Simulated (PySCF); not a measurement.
**As (arsenic, neutral): PBE0 calculation**

Configuration: [Ar] 3d10 4s2 4p2 4d1, one real determinant (an excited configuration). Calculation: PySCF 2.14, in aug-cc-pVQZ-PP with one added diffuse shell each of s, p, d, f, g type with ECP10MDF (8s7p6d4f3g, 114 functions); a scalar-relativistic core potential.

* Total energy: -332.1004 hartree
* One-electron energy: -582.2239 hartree
* Hartree (Coulomb) energy: 276.7724 hartree
* Exchange-correlation energy: -26.6488 hartree
* ⟨S²⟩: 3.7522
* ⟨L²⟩: 7.959
* Sum of ⟨r⟩: 27.25 bohr
* Sum of ⟨r²⟩: 90.01 bohr²
* Traceless quadrupole moment −½Σ⟨3z² − r²⟩ along its main axis: -9.11 e·bohr²

```
shell  electrons  mean orbital energy (eV)  spread (eV)  rms radius, mean of both spins (bohr)
 3s α          1                   -198.35            0                                  0.645
 3s β          1                   -198.17            0                                  0.645
 3p α          3                   -146.65        0.312                                  0.672
 3p β          3                   -146.44        0.534                                  0.672
 3d α          5                   -50.911        0.360                                  0.748
 3d β          5                   -50.692        0.536                                  0.748
 4s α          1                   -21.389            0                                   2.02
 4s β          1                   -18.867            0                                   2.02
 4p α          2                   -10.968            0                                   2.51
 4d α          1                    -1.193            0                                   7.75
```

⟨L²⟩ = 7.96 against 12 for a pure F term, so this real determinant mixes terms. Energies and moments cover only the electrons outside the core potential. The outer electron is Rydberg-like, and this basis confines it to a smaller radius and binds it less than a complete one would.
